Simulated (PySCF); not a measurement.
AlFH₄Si, SMILES [F][AlH][SiH3].

The structure is a stationary point at B3LYP-D3(BJ)/def2-TZVP.

Vertical ionisation energy (IE) and electron affinity (EA) in eV. Rows of orbital energies are one-electron estimates. Where ΔSCF, EOM or ADC give a negative EA the extra electron is unbound and the value depends on the basis.

| level | IE | EA |
|---|---|---|
| −ε(HOMO), −ε(LUMO), HF/def2-TZVPD (PySCF) | 10.50 | -0.84 |
| ADC(2)/aug-cc-pVDZ (PySCF) | 9.96 | 0.15 |

Question: Beyond the first one, list the lowest photoelectron lines from ADC(2)/aug-cc-pVDZ in PySCF with their pole strengths (two spins summed). (An estimate is asked for; the answer gives what the named calculation found.)

Answer: 12.43 eV (1.84), 12.47 eV (1.83), 12.72 eV (1.79), 13.20 eV (1.73), 13.35 eV (1.76).
